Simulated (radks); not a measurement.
Species: the terbium ion Tb45+. Configuration: [Ar] 3d1.75 4p0.25 (fractional occupations, a model configuration). Method: scalar-relativistic Kohn-Sham, LDA (Slater exchange, Perdew-Wang correlation), spin-polarised, spherical densities, finite nucleus; open shells are filled with parallel spins first (spin-orbit coupling, left out, can overturn this in heavy ions); Fermi nuclear charge, rms radius 5.06 fm; computed with a radial shooting solver on a logarithmic mesh with Libxc functionals.

Local quantities along the radius. ELF = 1/(1 + alpha^2) is the electron localisation function; alpha = (tau - tau_W)/tau_unif compares the Pauli kinetic energy density with that of the uniform gas (summed over spins). tau is taken from the large components.

```
   r/bohr * ELF (the largest magnitude, 0.999, reaches the edge; | marks zero)
 0.001572 |                                                      *
 0.001999 |                                                      *
 0.002521 |                                                      *
 0.003205 |                                                      *
 0.004074 |                                                      *
 0.005138 |                                                      *
 0.006531 |                                                      *
 0.008303 |                                                      *
  0.01047 |                                                     *
  0.01331 |                                                   *
  0.01679 |                                             *
  0.02134 |                                 *
  0.02713 |                    *
  0.03421 |                  *
  0.04349 |                           *
  0.05529 |                                       *
  0.06973 |                                           *
  0.08864 |                                    *
   0.1127 |              *
   0.1421 |            *
   0.1807 |                                  *
   0.2297 |                                             *
   0.2896 |                                         *
   0.3682 |               *
   0.4681 | *
   0.5903 | *
   0.7504 *
    0.954 *
```

On this mesh the ELF has minima near r = 0.031, 0.13 bohr, which separate the shells, and maxima near 0.070 (0.80), 0.23 (0.84).
